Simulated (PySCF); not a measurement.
A calculated (M06-2X, PySCF 2.14, pcseg-2, no relativity, point nucleus) atom or ion has these occupied shells.

| shell | electrons | orbital energy (eV) | rms radius, mean of both spins (bohr) |
| --- | --- | --- | --- |
| 1s α | 1 | -4454.7 | 0.0853 |
| 1s β | 1 | -4454.7 | 0.0853 |
| 2s α | 1 | -506.99 | 0.375 |
| 2s β | 1 | -506.68 | 0.375 |
| 2p α | 3 | -422.81 | 0.341 |
| 2p β | 3 | -422.52 | 0.341 |
| 3s α | 1 | -77.357 | 1.16 |
| 3s β | 1 | -76.394 | 1.16 |
| 3p α | 3 | -54.333 | 1.26 |
| 3p β | 3 | -53.154 | 1.26 |
| 3d α | 1 | -21.877 | 1.74 |

**Question.** Name the element and its charge.

**Answer.** Sc²⁺ (scandium, charge +2), in [Ar] 3d1, 2D determinant.
